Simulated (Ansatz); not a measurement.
C$_{4}$H$_{12}$Ge, charge -1, doublet, at the geometry of the source list (a state made from the parent by changing its charge; the spin is typed, not shown lowest) (a gas-phase anion, which may not be bound at this level); Ansatz (a first-principles code) with HF/STO-3G.

Ansatz was given this input:
Ansatz 0.2 input:
```yaml
crystal:
  periodic: [false, false, false]
  atoms:
    - {symbol: Ge, position_ang: [0.73830000, 1.69310000, 0.19690000]}
    - {symbol: C, position_ang: [-0.05660000, -0.13480000, -0.01790000]}
    - {symbol: C, position_ang: [-0.23480000, -0.76880000, 1.35770000]}
    - {symbol: C, position_ang: [0.87540000, -0.99630000, -0.86300000]}
    - {symbol: C, position_ang: [-1.41360000, -0.01690000, -0.70370000]}
    - {symbol: H, position_ang: [1.96980000, 1.67370000, 1.04740000]}
    - {symbol: H, position_ang: [1.12640000, 2.30020000, -1.12050000]}
    - {symbol: H, position_ang: [-0.22250000, 2.64310000, 0.84550000]}
    - {symbol: H, position_ang: [-0.66120000, -1.77000000, 1.26630000]}
    - {symbol: H, position_ang: [0.72300000, -0.85220000, 1.86990000]}
    - {symbol: H, position_ang: [-0.90450000, -0.16830000, 1.97240000]}
    - {symbol: H, position_ang: [1.84840000, -1.09430000, -0.38190000]}
    - {symbol: H, position_ang: [1.02290000, -0.55210000, -1.84820000]}
    - {symbol: H, position_ang: [0.45900000, -1.99480000, -0.99710000]}
    - {symbol: H, position_ang: [-1.30850000, 0.41750000, -1.69900000]}
    - {symbol: H, position_ang: [-2.08280000, 0.61920000, -0.11980000]}
    - {symbol: H, position_ang: [-1.87860000, -0.99840000, -0.80510000]}
basis:
  gaussian:
    orbitals: STO-3G
hamiltonian:
  xc: hf
total_charge: -1
magnetization: {spin_polarized: true, initial_magnetization: 1}
```

The log (banner, timings and long lists left out):

```
Functional definition: HF
639 factors; integrals over basis functions are off by at most 2.8e-5 eV
mean field evaluation 1: about -60079.9471 eV, gradient 1.4e1 eV
mean field evaluation 2: about -60080.2668 eV, gradient 1.4e1 eV
mean field evaluation 4: about -60082.5859 eV, gradient 1.9e0 eV
mean field evaluation 8: about -60082.7436 eV, gradient 8.2e-4 eV
mean field evaluation 16: about -60079.1303 eV, gradient 5.4e0 eV
mean field -60082.74038723 eV, -2207.9999836864 hartree, gradient 5.8e-5 eV, S^2 0.756115; 0 other end points of the search recorded, 0 dependent functions left out
reference -60082.74038723 eV, -2207.9999836864 hartree; 35, 34 occupied and 15, 16 virtual orbitals, 639 factors
Total energy: -60082.74038723 eV, -2207.9999836864 hartree
```
